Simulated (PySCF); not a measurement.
Can point charges reproduce the dipole moment of `O=C[C@@H]([SiH3])[SiH2]/C=C\CF`?

Coordinates (GFN2-xTB, Å) and charges (e) from the PBE0/pcSseg-1 density (PySCF):

| atom | x | y | z | Mulliken | IAO | Hirshfeld | ESP-fitted |
| --- | --- | --- | --- | --- | --- | --- | --- |
| O1 | -1.242 | 0.689 | -2.325 | -0.3713 | -0.4187 | -0.2246 | -0.4538 |
| C2 | -1.913 | 1.142 | -1.428 | +0.2747 | +0.2623 | +0.1186 | +0.4444 |
| C3 | -1.713 | 0.855 | -0.005 | -0.8621 | -0.7011 | -0.2021 | -0.4084 |
| Si4 | -2.643 | -0.771 | 0.392 | +0.5141 | +0.6176 | +0.3242 | +0.3601 |
| Si5 | 0.168 | 0.780 | 0.381 | +0.7491 | +0.7656 | +0.3106 | +0.4390 |
| C6 | 0.913 | -0.694 | -0.521 | -0.4107 | -0.4279 | -0.1467 | -0.3769 |
| C7 | 2.197 | -1.017 | -0.561 | -0.2311 | -0.1398 | -0.0427 | -0.0872 |
| C8 | 3.309 | -0.304 | 0.135 | +0.2074 | +0.0302 | +0.0312 | +0.1850 |
| F9 | 2.865 | 0.688 | 0.975 | -0.3333 | -0.3114 | -0.0780 | -0.2331 |
| H10 | -2.762 | 1.820 | -1.662 | +0.0821 | +0.0987 | +0.0384 | -0.0026 |
| H11 | -2.183 | 1.633 | 0.598 | +0.1797 | +0.1653 | +0.0486 | +0.1283 |
| H12 | -4.075 | -0.561 | 0.160 | -0.0690 | -0.1129 | -0.0759 | -0.0892 |
| H13 | -2.176 | -1.868 | -0.453 | -0.0554 | -0.1093 | -0.0662 | -0.0648 |
| H14 | -2.412 | -1.069 | 1.805 | -0.0655 | -0.1100 | -0.0705 | -0.0833 |
| H15 | 0.271 | 0.632 | 1.836 | -0.0624 | -0.1221 | -0.0836 | -0.0927 |
| H16 | 0.736 | 2.051 | -0.077 | -0.0568 | -0.1121 | -0.0797 | -0.0700 |
| H17 | 0.234 | -1.306 | -1.098 | +0.1464 | +0.1679 | +0.0387 | +0.1878 |
| H18 | 2.553 | -1.866 | -1.134 | +0.1113 | +0.1514 | +0.0534 | +0.0974 |
| H19 | 3.892 | -0.999 | 0.752 | +0.1250 | +0.1523 | +0.0527 | +0.0550 |
| H20 | 3.976 | 0.177 | -0.593 | +0.1280 | +0.1540 | +0.0535 | +0.0650 |

Problem. Compute μ = Σ q r for each scheme (1 e·Å = 4.803 D) and compare with the dipole of the full density.

Solution. The full density gives (0.29, -0.82, 1.15) D, 1.45 D in size; dipole vectors point from the negative to the positive end.

| scheme | μx | μy | μz | size (D) | share of the full size (%) | angle to the full dipole (°) |
| --- | --- | --- | --- | --- | --- | --- |
| Mulliken | 1.08 | -1.27 | 2.38 | 2.91 | 201 | 12 |
| IAO | 0.34 | -1.68 | 1.71 | 2.43 | 168 | 10 |
| Hirshfeld | 0.67 | -0.66 | 1.16 | 1.49 | 103 | 16 |
| ESP-fitted | 0.31 | -0.78 | 1.16 | 1.43 | 99 | 1 |

Problem. Which set comes closest?

Solution. Length of the difference vector: ESP-fitted 0.04 D, Hirshfeld 0.41 D, IAO 1.03 D, Mulliken 1.53 D. Closest: ESP-fitted. 

Problem. What is left for the Hirshfeld atoms' own dipoles?

Solution. The shares of the density sum to the whole, so what Σ q r misses lies in dipoles about the nuclei. The atomic dipoles sum to (0.29, -0.82, 1.15) − (0.67, -0.66, 1.16) = (-0.38, -0.16, -0.01) D, 0.41 D in size.

Problem. With the origin at the mean of the coordinates, (0.000, 0.001, -0.141) Å, which are the largest single terms, by size, of the Mulliken dipole along the direction of the full one?

Solution. O1 +4.26, C3 +3.00, C2 -2.72, F9 -1.74, H19 +1.24 D; all 20 atoms together +2.85 D. The single terms depend on the origin, their sum doesn't.

Problem. Give the size of the full dipole in other units.

Solution. 1.45 D = 0.569 au = 0.301 e·Å = 4.82 × 10⁻³⁰ C·m.

One conformer (not necessarily the lowest) at the GFN2-xTB geometry, without solvent, vibrations or thermal averaging. GFN2-xTB frequencies show an imaginary mode (33i cm⁻¹), so this geometry is no minimum at that level.

These values come from a run that also computed NMR shieldings. On an Arm Neoverse N1 with one thread, no GPU, shared host with 64 logical CPUs at a one-minute load of 60, this took 1.8 min of wall time (with the writing of density and orbital grids) and 1.0 GiB of memory at its peak.

The values belong to the conformer `[O:1]=[CH:2][C@@H:3]([SiH3:4])[SiH2:5]/[CH:6]=[CH:7]\[CH2:8][F:9]`: O1–C2–C3–Si4 -85°, C2–C3–Si5–C6 -66°, C3–Si5–C6–C7 176°, C6–C7–C8–F9 7°.
